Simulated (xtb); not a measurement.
GeH7NOSi, SMILES N[SiH2][O][GeH3]. All values are semi-empirical tight-binding results from xtb (GFN2-xTB unless named), good for trends rather than for accurate numbers. The structure is a stationary point at GFN2-xTB. The structure was generated by enumeration, and PubChem lists no compound with its InChIKey, so it may never have been made. The values are those of a single conformer.

For metal compounds this method's bond lengths and energies can be far off.

Task: Estimate the properties. (An estimate is asked for; the answer gives what the named calculation found.)

Result: 
The point group as xtb finds it is Cs and the orbital gap comes out as 5.95 eV. The zero-point energy comes out as 41.8 kcal/mol and the G − E(el) at 298.15 K (modified RRHO) is 20.6 kcal/mol.
